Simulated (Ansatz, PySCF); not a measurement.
Molecule: trifluoroacetic acid, C$_{2}$HF$_{3}$O$_{2}$, net charge 0, singlet state. 
Geometry from a B3LYP-D3(BJ)/def2-TZVP (Ansatz, a first-principles code) optimisation:
```xyz
8

O      1.5738    -0.8797     0.3925
C      0.9301     0.2182    -0.0117
O      1.4257     1.2579    -0.3227
C     -0.5979    -0.0420    -0.0249
F     -1.0263    -0.3704     1.2030
F     -1.2494     1.0441    -0.4257
F     -0.8926    -1.0508    -0.8583
H      2.5259    -0.6890     0.3912
```
Charge 0, spin multiplicity 1.

Dipole moments at this geometry, in debye (magnitudes).

```json
[
 {"level": "HF/def2-TZVPD", "program": "PySCF", "dipole (D)": "2.31"},
 {"level": "SVWN5/def2-TZVPD", "program": "Ansatz", "dipole (D)": "2.23"},
 {"level": "BLYP/def2-TZVPD", "program": "PySCF", "dipole (D)": "2.17"},
 {"level": "B97M-V/def2-TZVPD", "program": "Ansatz", "dipole (D)": "2.18"},
 {"level": "BHLYP/def2-TZVPD", "program": "Ansatz", "dipole (D)": "2.28"},
 {"level": "TPSSh/def2-TZVPD", "program": "PySCF", "dipole (D)": "2.21"},
 {"level": "M06-2X/def2-TZVPD", "program": "PySCF", "dipole (D)": "2.24"},
 {"level": "HSE06/def2-TZVPD", "program": "Ansatz", "dipole (D)": "2.22"},
 {"level": "LC-wPBE/def2-TZVPD", "program": "Ansatz", "dipole (D)": "2.25"},
 {"level": "CCSD(T)/aug-cc-pVDZ", "program": "Ansatz", "dipole (D)": "2.17"}
]
```

Measured: 2.28 D (NIST CCCBDB, as tabulated in the package chemicals), a vibrational average, which may belong to another conformer or a mix. This is an older compilation, not checked against later work.
